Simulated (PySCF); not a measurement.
CH7ClN2Si, SMILES NC[Si@@H](N)Cl. Atoms are numbered in the order given.

```xyz
12

N     -2.2283    -1.2344     0.7420
C     -1.5226    -0.3379    -0.1839
Si     0.2223     0.0970     0.3833
N      1.1105    -1.3740     0.5586
Cl     1.0606     1.4443    -1.0022
H     -2.3911    -0.7643     1.6334
H     -1.6379    -2.0388     0.9594
H     -2.1128     0.5820    -0.3332
H     -1.4704    -0.8061    -1.1842
H      0.2455     0.7621     1.7123
H      1.9482    -1.3823     1.1341
H      1.2368    -1.9766    -0.2511
```
Charge 0, spin multiplicity 1.

Coordinates come from a B3LYP-D3(BJ)/def2-SVP optimisation. The structure was generated by enumeration; whether it is a known compound was not checked. The values are those of a single conformer.

Computed with SMD-B3LYP/def2-SVP in PySCF.

Solvation free energies are E(SMD) − E(gas) at the gas-phase geometry, for 1 M in both phases. In vacuum the dipole moment is 2.17 D.

```tsv
solvent	ΔG(solv) (kcal/mol)	its non-electrostatic (CDS) part	dipole (D)
water	-4.4	3.5	2.69
toluene	-3.5	0.2	2.41
dichloromethane	-6.5	0.2	2.61
```
